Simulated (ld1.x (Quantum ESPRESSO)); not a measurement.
Ranking RRKJ potentials for Zn (Z = 30)

All share these settings but for the change named:

```json
{"Element": "Zn (Z = 30)", "Generator": "ld1.x (Quantum ESPRESSO) 7.5", "Type": "norm-conserving RRKJ (Kleinman–Bylander form)", "Functional": "LDA (PZ)", "Relativity": "scalar-relativistic", "Frozen core": "[Ne]", "Valence charge": "20", "Reference configuration": "3s2 3p6 3d9 4s0 4p0 (charge +3)", "Partial waves": "3p (bound): rc 1.10 bohr; 3d (bound): rc 1.45 bohr; 3s (bound): rc 1.10 bohr", "Local potential": "the s channel", "Core correction": "none", "rho0": "0.001"}
```

Test errors are all-electron minus pseudo excitation energies from the reference, over 3s2 3p6 3d10 4s2 4p0; 3s2 3p6 3d10 4s1 4p0; 3s2 3p6 3d10 4s0 4p0; 3s2 3p6 3d10 4s0 4p2; 3s2 3p6 3d9 4s2 4p1; 3s2 3p6 3d10 4s0 4p1; 3s1 3p6 3d10 4s2 4p0. None of these files shows a bound ghost.

The base gives 3001.6 meV.

Of 8 variants that were run, those that failed, showed a ghost or another fault, or gave nearly equal values are left out.

A variant can come out equal or close to the base, since the largest error may sit in a test that the change hardly touches while other tests move.

**Question.** Rank these variants by their largest absolute test error, smallest first.
A. wave 3p (bound): rc 1.10 bohr becomes 3p (bound): rc 0.92 bohr
B. wave 3s (bound): rc 1.10 bohr becomes 3s (bound): rc 1.34 bohr
C. all radii scaled by about 0.82 (s 0.90, p 0.90, d 1.18 bohr)

**Answer.** C (1019.5 meV), A (3008.7 meV), B (6249.6 meV).
